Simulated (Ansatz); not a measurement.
This triplet lies within 0.05 eV of the relaxed singlet at the level B3LYP/cc-pVTZ // B3LYP-D3(BJ)/def2-TZVP (Ansatz, a program for electronic structure).

A geometry relaxed with B3LYP-D3(BJ)/def2-TZVP in Ansatz, charge 0, multiplicity 3:

```xyz
4

C      1.6932    -0.1493    -0.0642
H     -0.9340    -1.1436    -0.0770
H     -0.7195     1.2894    -0.0766
Si    -0.0397     0.0035     0.2179
```

Problem. Write the SMILES of this molecule.

Solution. `[C]=[SiH2]`
